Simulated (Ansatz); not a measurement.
Ansatz (a first-principles code) input:
A basis named .json is the Basis Set Exchange file of that set.

Ansatz 0.2 input:
```yaml
crystal:
  periodic: [false, false, false]
  atoms:
    - {symbol: C, position_ang: [2.68581447, 0.14960220, -0.68026784]}
    - {symbol: Si, position_ang: [1.43118595, 0.11190276, 0.54956119]}
    - {symbol: N, position_ang: [0.00969991, -0.86564615, 0.07790786]}
    - {symbol: Si, position_ang: [-1.61771621, -0.37943043, 0.12302369]}
    - {symbol: N, position_ang: [-2.08701489, 1.07225709, -0.74089547]}
    - {symbol: H, position_ang: [2.51529251, 0.58018593, -1.66563867]}
    - {symbol: H, position_ang: [3.72812379, 0.15995258, -0.36920604]}
    - {symbol: H, position_ang: [1.98749515, -0.40019256, 1.85215003]}
    - {symbol: H, position_ang: [0.60693540, 1.31906367, 1.02349689]}
    - {symbol: H, position_ang: [0.26133726, -1.64269221, -0.51904801]}
    - {symbol: H, position_ang: [-2.44297491, -1.47563996, -0.46803088]}
    - {symbol: H, position_ang: [-2.10407113, -0.11637390, 1.50389793]}
    - {symbol: H, position_ang: [-1.68717450, 1.90861664, -0.33078236]}
    - {symbol: H, position_ang: [-1.82722202, 1.06857742, -1.72050673]}
basis:
  gaussian:
    orbitals: cc-pwCVTZ.json
total_charge: -1
magnetization: {spin_polarized: false}
correlation: {method: ccsd_t, electrons: outside_noble_gas}
```

Task: Predict the final energy.

Result: -730.98391 Eh (CCSD(T)/cc-pwCVTZ).

It need not be the lowest isomer of its formula. Whether it binds its extra electron was not tested at this geometry.
